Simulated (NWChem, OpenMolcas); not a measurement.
**The same job for OpenMolcas**

NWChem 7.3.0 runs this on C3H9In (trimethylindium (TMIn)):

calc.nw:
```
start calc
title "C3H9In gradient"
memory 2200 mb
charge 0

geometry units angstrom noautosym nocenter noautoz
  C     -0.506200     1.897900    -0.902800
  In     0.007900    -0.003300    -0.006900
  C      1.475300    -0.088600     1.581000
  C     -0.956600    -1.818200    -0.683200
  H      0.329400     2.598000    -0.853700
  H     -1.344900     2.339400    -0.357000
  H     -0.811500     1.777000    -1.943300
  H      1.276400    -0.918200     2.261200
  H      1.500700     0.842500     2.149300
  H      2.467200    -0.242700     1.146600
  H     -1.254700    -1.743900    -1.730100
  H     -1.858700    -1.990800    -0.089300
  H     -0.304000    -2.683700    -0.557100
end

basis spherical bse
  * library def2-SVP
end

ecp bse
  In library def2-SVP
end

scf
  thresh 1e-08
  maxiter 80
  print low
end

mp2
  freeze core 7
  tight
end

task mp2 gradient
```

```bash
$ nwchem calc.nw > calc.out
```

The coordinates come from a PBE0-D4/def2-TZVP relaxation.

It gives a total energy of -308.471511 Eh.

Write the same calculation for OpenMolcas 26.06 as an input file of the program's own, asking for the energy.

For example:

coord.xyz:
```
13

C     -0.506200     1.897900    -0.902800
In     0.007900    -0.003300    -0.006900
C      1.475300    -0.088600     1.581000
C     -0.956600    -1.818200    -0.683200
H      0.329400     2.598000    -0.853700
H     -1.344900     2.339400    -0.357000
H     -0.811500     1.777000    -1.943300
H      1.276400    -0.918200     2.261200
H      1.500700     0.842500     2.149300
H      2.467200    -0.242700     1.146600
H     -1.254700    -1.743900    -1.730100
H     -1.858700    -1.990800    -0.089300
H     -0.304000    -2.683700    -0.557100
```

mol.inp:
```
* C3H9In MP2
>>> EXPORT MOLCAS_PRINT=2
&GATEWAY
BasLib=$CurrDir
Coord=coord.xyz
Basis=def2-SVP
Group=NoSym
&SEWARD
&SCF
Thresholds=1e-10 1e-07 1e-07 1e-05
PrOrbitals=1 1
&MBPT2
Frozen=7
```

```bash
$ export MOLCAS_MEM=1860
$ pymolcas mol.inp > mol.log
```

(Basis files named in the input come from the Basis Set Exchange and aren't shown.)

Its energy is -308.471511 Eh, the same as the first but for the last digit, at most.
